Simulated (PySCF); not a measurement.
**How methods differ on the excitation energy of P**

P [Ne] 3s2 3p3 (4S) → P [Ne] 3s1 3p3 4s1 (6S), as a difference of total energies. Calculation: PySCF 2.14, in aug-cc-pV(T+d)Z (6s5p4d2f, 55 functions); no relativity, point nucleus. Correlated levels: valence: [Ne] frozen. The calculations carry no spin-orbit coupling.

| method | excitation energy (eV) |
| --- | --- |
| UHF | 10.712 |
| MP2 (valence) | 12.149 |
| SCS-MP2 (valence) | 12.636 |
| CCSD (valence) | 12.347 |
| CCSD(T) (valence) | 12.432 |

**Question.** How much does correlation contribute at CCSD(T) (valence)?

**Answer.** 12.432 − (10.712) = 1.720 eV, measured against UHF.

The upper state lies above the first ionisation limit, but in LS coupling its spin forbids autoionisation to the ground ion. A Rydberg-like electron needs more diffuse functions than a valence basis has.

The promoted electron is Rydberg-like, and one or two diffuse shells describe it only roughly, which tends to raise the upper state.
